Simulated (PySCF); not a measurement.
C3H7O (SMILES C[CH]CO), doublet, at a GFN2-xTB geometry. Base run: B3LYP/3-21G (PySCF).

PySCF was given this input:
```python
from pyscf import gto, scf, dft

mol = gto.Mole()
mol.atom = '''
    C    -1.89223601   -0.24806103    0.13597528
    C    -0.54241439    0.34178157    0.24412449
    C     0.62947001   -0.25810594   -0.42893963
    O     1.86541480    0.25467953    0.01563737
    H    -1.84030574   -1.27945500   -0.20679639
    H    -2.41001552   -0.21770240    1.09700624
    H    -2.51798949    0.31056854   -0.57048766
    H    -0.42574496    1.31068765    0.69919261
    H     0.60646553   -1.35835618   -0.31618966
    H     0.62082017   -0.05639144   -1.51388513
    H     1.87453379    0.23952489    0.97910034
'''
mol.basis = '3-21g'
mol.spin = 1
mol.verbose = 4
mol.build()

mf = dft.UKS(mol)
mf.xc = 'b3lyp'
mf.kernel()
mf.analyze()
```

Each row names what was changed in the base input (with any setting that the change needs).

```
change                                                                            ΔE vs base (mEh)  SCF cycles  <S^2>        outcome
--------------------------------------------------------------------------------  ----------------  ----------  -----  -------------
base                                                                                         0.000          10  0.754      converged
level_shift = 0.5 (with mf.max_cycle = 100)                                                  0.000          20  0.754      converged
diis = off; damp = 0.6 (with mf.diis_start_cycle = 200; with mf.max_cycle = 150)             0.000          25  0.754      converged
level_shift = 1.0 (with mf.max_cycle = 100)                                                  0.000          31  0.754      converged
level_shift = 0.3 (with mf.max_cycle = 100)                                                  0.000          15  0.754      converged
DIIS = EDIIS                                                                                     -          50      -  not converged
init_guess = 1e                                                                              0.000          21  0.754      converged
diis_space = 4                                                                               0.000          12  0.754      converged
solver = newton                                                                              0.000           -  0.754      converged
init_guess = sap                                                                             0.000          13  0.754      converged
DIIS = ADIIS                                                                                 0.000          13  0.754      converged
diis = off; damp = 0.3 (with mf.diis_start_cycle = 200; with mf.max_cycle = 150)             0.000          30  0.754      converged
diis_space = 2                                                                               0.000          15  0.754      converged
```

Open shells are given as the SCF converged; they aren't shown to be the lowest states, and a large step between rows can be another state.
